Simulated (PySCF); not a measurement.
FHSi, SMILES F[SiH] (connectivity only; charge and spin as stated), charge +1, multiplicity 2. Atoms are numbered in the order given.

```xyz
3

Si     0.1262     0.5433     0.0000
H     -1.1724     1.3219     0.0000
F     -0.0661    -0.9920     0.0000
```
Charge +1, spin multiplicity 2.

Coordinates come from a TPSSh-D3(BJ)/def2-TZVPD optimisation. The spin state was assumed, not searched. The isomer is the one that the SMILES or the coordinates give; other isomers of the formula were not compared.

Computed with PBE0/pcH-1 in PySCF.

Unrestricted Kohn–Sham, ⟨S²⟩ = 0.755. Hyperfine tensors hold the contact and dipolar terms, without spin-orbit corrections.

Q: Estimate the hyperfine couplings. (The exact figures need the calculation; the answer reports its results.)

A: 
| nucleus | A(iso) (MHz) | A(iso) (G) | dipolar principal values (MHz) |
|---|---|---|---|
| 29Si no. 1 | -978.2 | -349.0 | -143.8, 65.9, 77.9 |
| 1H no. 2 | 508.1 | 181.3 | -5.4, -3.4, 8.8 |
| 19F no. 3 | 145.5 | 51.9 | -177.7, -161.5, 339.3 |

Q: And the g tensor (effective nuclear charges for spin-orbit coupling, GIAO)? (An estimate is asked for; the answer gives what the named calculation found.)

A: principal values 1.9905, 2.0021, 2.0031; isotropic 1.9986.
